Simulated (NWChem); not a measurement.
## Which level was it?

SiNH2Cl2O: 7 atoms, total charge 0, spin state doublet. SMILES: `N[Si]([O])(Cl)Cl`. The coordinates come from a PBE0-D4/def2-TZVP relaxation. This is one conformer, not always the lowest.

```xyz
7

N     0.4300   -0.0832    0.9766
Si   -0.2716    0.0562   -0.5725
O     0.7831   -0.7917   -1.4557
Cl   -2.1373   -0.7388   -0.5627
Cl   -0.3845    2.0092   -1.1072
H     1.2643    0.4388    1.1998
H     0.3774   -0.9586    1.4759
```

A calculation with NWChem 7.3.0 gave:

| Quantity | Value |
| --- | --- |
| total energy | -1341.1589 Eh |
| dipole moment | 3.32 D |
| HOMO energy | -8.43 eV |
| LUMO energy | -5.06 eV |
| ⟨S²⟩ | 0.757 |
| largest force | 0.554 eV/Å |

Problem. Which of these levels gave the numbers?
A. B3LYP/6-31G* (spherical functions)
B. HF/3-21G
C. HF/STO-3G
D. B3LYP/6-31G* (Cartesian functions)

Solution. D. The others give -1323.6232 Eh (HF/STO-3G), -1341.1482 Eh (B3LYP/6-31G* (spherical functions)), -1331.8563 Eh (HF/3-21G).
